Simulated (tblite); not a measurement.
HfI4, singlet, at a GFN2-xTB geometry (such geometries of metal compounds can be far from the true shape); tblite with GFN1-xTB.

The tblite input:
```
$ tblite run mol.xyz --method gfn1 --charge 0 --spin 0 --etemp 2000 --json tblite.json --no-restart

# file mol.xyz
5

Hf    -0.00000000     0.00000000    -0.00000000
I      2.15787916    -0.67548443    -1.60777706
I      0.88007107     0.43252268     2.59539358
I     -1.18880847     2.31130827    -0.97069936
I     -1.84914175    -2.06834653    -0.01691715
```

What the program printed (banner, timings and long lists left out):

```
xTB calculator
 | screened Coulomb repulsion
 | Coulomb electrostatics
 |  * isotropic Klopman-Ohno-Mataga-Nishimoto electrostatics
 |  * onsite third-order electrostatics
 | DFT-D3(BJ) dispersion correction

halogen bonding energy    0.0000000000000E+00 Eh
repulsion energy          4.5232138107747E-02 Eh
dispersion energy        -4.2444126111274E-03 Eh
number of electrons       3.2000000000000E+01 e
integral cutoff           3.5545256755052E+01 bohr

------------------------------------------------------------
  cycle        total energy    energy error   density error
------------------------------------------------------------
      1     -16.27051061322  -1.6311498E+01   7.8497028E-01
      2     -16.61642850220  -3.4591789E-01   9.1627355E-01
      3     -16.71888597325  -1.0245747E-01   5.2571378E-01
      4     -17.12947371236  -4.1058774E-01   1.2900280E-01
      5     -16.96427370922   1.6520000E-01   2.3418485E-01
      6     -17.12190596224  -1.5763225E-01   7.9180284E-02
      7     -17.12959190282  -7.6859406E-03   2.7759555E-02
      8     -17.13047023085  -8.7832803E-04   5.0569943E-03
      9     -17.13049960715  -2.9376294E-05   5.9198248E-04
     10     -17.13049997326  -3.6610889E-07   8.1115638E-05
     11     -17.13049997920  -5.9426952E-09   2.3563964E-05
     12     -17.13049998001  -8.1128704E-10   2.5123676E-06
------------------------------------------------------------

electronic energy        -1.7171487705508E+01 Eh
total energy             -1.7130499980011E+01 Eh

Post processing:
 | Mayer-Wiberg bond orders

[Info] JSON dump of results written to 'tblite.json'
```
